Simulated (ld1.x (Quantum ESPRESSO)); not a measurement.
# LDA (PZ) ultrasoft dataset for O (Z = 8), non-relativistic all-electron reference.

Input for ld1.x (Quantum ESPRESSO) 7.5:

```
&input
   title='O', zed=8., rel=0, dft='PZ', iswitch=3,
   config='[He] 2s2 2p2 3d-2',
   nld=3, rlderiv=1.55, eminld=-6.0, emaxld=5.0, deld=0.02
 /
 &inputp
   pseudotype=3, tm=.true., lloc=-1, rcloc=1.20,
   nlcc=.true., rcore=0.80,
   which_augfun='PSQ', rmatch_augfun_nc=.true.,
   file_pseudopw='O.UPF', file_wfcaegen='ae.wfc', file_wfcncgen='nc.wfc', file_beta='beta', file_chi='chi', file_wfcusgen='us.wfc'
 /
5
2S  1  0   2.00   0.00  0.65  0.80  0.0
2S  1  0   0.00  -2.00  0.65  0.80  0.0
2P  2  1   2.00   0.00  1.10  1.40  0.0
2P  2  1   0.00  -0.65  1.10  1.40  0.0
3D  3  2  -2.00   0.50  0.95  1.25  0.0
 &test
   configts(1)='2s2 2p2'
 /
```

Command:

```bash
ld1.x < O.in > O.out
```

Output (shortened: banner, matrices, multipoles, cross overlaps and the repeated all-electron block are left out):

```
Program LD1 v.7.5

     !!!!!!!!!!!!!!!!!!! WARNING !!!!!!!!!!!!!!!!!!!!!!!
     Message from routine ld1_readin:
     US requires at least two energies per channel 3D
     !!!!!!!!!!!!!!!!!!!!!!!!!!!!!!!!!!!!!!!!!!!!!!!!!!!
     --------------------------- All-electron run ----------------------------

     O

     atomic number is  8.00
     dft =PZ   lsd =0 sic =0 latt =0  beta=0.20 tr2=1.0E-14
     Exchange-correlation= PZ
                           (   1   1   0   0   0   0   0)
     mesh =1095 r(mesh) =  99.04343 a.u. xmin = -7.00 dx = 0.01250
     1 Ry =  13.60569312 eV

     n l     nl                  e(Ry)          e(Ha)          e(eV)
     1 0     1S 1( 2.00)       -40.6771       -20.3385      -553.4399
     2 0     2S 1( 2.00)        -4.2597        -2.1299       -57.9566
     2 1     2P 1( 2.00)        -3.1865        -1.5933       -43.3550

     final scf error:  5.0E-15 reached in  32 iterations

     Etot =    -145.241149 Ry,     -72.620574 Ha,   -1976.106497 eV

     Ekin =     144.665027 Ry,      72.332513 Ha,    1968.267963 eV
     Encl =    -329.689685 Ry,    -164.844843 Ha,   -4485.656684 eV
     Eh   =      53.311986 Ry,      26.655993 Ha,     725.346524 eV
     Exc  =     -13.528477 Ry,      -6.764238 Ha,    -184.064300 eV

     normalization and overlap integrals

     s(1S/1S) =  1.000000  <r> =   0.2007  <r2> =    0.0544  r(max) =   0.1298
     s(2S/2S) =  1.000000  <r> =   1.0347  <r2> =    1.2734  r(max) =   0.8357
     s(2P/2P) =  1.000000  <r> =   1.0008  <r2> =    1.2509  r(max) =   0.7375

     ------------------------ End of All-electron run ------------------------

     --------------------- Generating US pseudopotential ---------------------

      Generating local potential from pseudized AE potential:
      Matching radius rcloc =   1.2000

      Local pseudo, rcloc= 1.186 Estimated cut-off energy=    16.32 Ry

      Computing core charge for nlcc:

       r > 0.80 : true rho core
       r < 0.80 : rho core = a sin(br)/r    a=   0.07  b=   3.54

      Integrated core pseudo-charge :   0.02
      Wfc-us  2S rcutus= 0.795  Estimated cut-off energy=    69.42 Ry
      Wfc-us  2S rcutus= 0.795  Estimated cut-off energy=    73.21 Ry
      Wfc-us  2P rcutus= 1.413  Estimated cut-off energy=    40.24 Ry
      Wfc-us  2P rcutus= 1.413  Estimated cut-off energy=    72.43 Ry
      Wfc-us  3D rcutus= 1.247  Estimated cut-off energy=    68.26 Ry

     Q pseudized with Bessel functions
     Expected ecutrho=     705.6381 due to l1=  0   l2=  1

     ------------------- End of pseudopotential generation -------------------

     Computing logarithmic derivative in   1.55166
     Computing logarithmic derivative in   1.55166
     Computing the partial wave expansion
     R is outside the sphere for l=    0 j= 0.00
     R is outside the sphere for l=    0 j= 0.00
     R is outside the sphere for l=    1 j= 0.00
     R is outside the sphere for l=    1 j= 0.00
     R is outside the sphere for l=    2 j= 0.00

     ---------------------- Testing the pseudopotential ----------------------

     O

     atomic number is  8.00   valence charge is  6.00
     dft =PZ   lsd =0 sic =0 latt =0  beta=0.20 tr2=1.0E-14
     mesh =1095 r(mesh) =  99.04343 xmin = -7.00 dx = 0.01250

     n l     nl             e AE (Ry)        e PS (Ry)    De AE-PS (Ry)
     1 0     2S   1( 2.00)       -4.25973       -4.25973        0.00000
     2 1     2P   1( 2.00)       -3.18653       -3.18653        0.00000

     eps = 4.9E-23  iter =  1

     Etot =    -145.241149 Ry,     -72.620574 Ha,   -1976.106497 eV
     Etotps =   -27.842117 Ry,     -13.921058 Ha,    -378.811293 eV

     Ekin =      10.853454 Ry,       5.426727 Ha,     147.668771 eV
     Encl =     -51.912707 Ry,     -25.956354 Ha,    -706.308362 eV
     Ehrt =      14.264095 Ry,       7.132047 Ha,     194.072896 eV
     Ecxc =      -4.352307 Ry,      -2.176153 Ha,     -59.216150 eV
     (Ecc =      -0.007390 Ry,      -0.003695 Ha,      -0.100551 eV)
     Epseu=       3.305348 Ry,       1.652674 Ha,      44.971552 eV

     ---------------------- End of pseudopotential test ----------------------
```

Note: ghost state, extra bound levels that the all-electron valence spectrum of the same l lacks: s at -2527.4 eV. A true bound ghost makes a file unfit for plane-wave use.

Generation and configuration tests took about 0.59 s on one core of a shared server CPU.
